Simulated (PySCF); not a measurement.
Si(H)(NHSiH3)2(Me) (CH₁₂N₂Si₃), SMILES C[SiH](N[SiH3])N[SiH3].

Coordinates come from a r2SCAN-D4/def2-SVP optimisation. The values are those of a single conformer.

All values below come from TDA-PBE/def2-SVPD (PySCF).

Vertical excitations. 

| state | energy (eV) | λ (nm) | f | main pairs |
|---|---|---|---|---|
| S1 | 5.27 | 235 | 0.010 | HOMO→LUMO 98 % |
| S2 | 5.68 | 218 | 0.021 | HOMO−1→LUMO 77 %, HOMO→LUMO+1 21 % |
| S3 | 5.73 | 216 | 0.012 | HOMO→LUMO+1 77 %, HOMO−1→LUMO 21 % |
| S4 | 6.01 | 206 | 0.048 | HOMO→LUMO+2 97 % |
| S5 | 6.12 | 203 | 0.035 | HOMO−1→LUMO+1 95 % |
| S6 | 6.24 | 199 | 0.015 | HOMO→LUMO+3 95 % |
| T1 | 5.13 | 241 | 0 | HOMO→LUMO 98 % |
| T2 | 5.46 | 227 | 0 | HOMO→LUMO+1 52 %, HOMO−1→LUMO 47 % |
Triplets are in the Tamm–Dancoff approximation.
